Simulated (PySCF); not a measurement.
Te(NH2)(SeH) (H₃NSeTe), SMILES N[Te][SeH].

Coordinates come from a B3LYP-D3(BJ)/def2-SVP optimisation. The def2 effective core potentials stand for the cores of Te; spin–orbit coupling is left out. One conformer was computed; it need not be the lowest.

Level of theory: B3LYP-D3(BJ)/def2-SVP (PySCF).

Frequencies are harmonic and unscaled.

```csv
mode,ν (cm⁻¹),IR (km/mol),Raman (Å⁴/amu),depolarisation,moving atoms (share of kinetic energy)
1,147,0.0,6.9,0.69,"N 64 %, Se 17 %, H 9 %, Te 9 %"
2,226,8.4,8.3,0.26,"Se 55 %, Te 41 %"
3,272,8.2,11.3,0.75,H 95 %
4,322,27.2,3.2,0.71,H 98 %
5,409,90.1,16.0,0.11,"N 52 %, H 43 %"
6,658,35.8,15.5,0.38,"H 52 %, N 41 %"
7,675,8.3,26.3,0.52,H 98 %
8,920,2.6,1.9,0.75,H 93 %
9,1527,5.0,12.0,0.51,"H 92 %, N 8 %"
10,2380,18.8,188.1,0.28,H 99 %
11,3512,20.5,223.3,0.14,H 96 %
12,3628,24.4,93.4,0.75,"H 91 %, N 9 %"
```
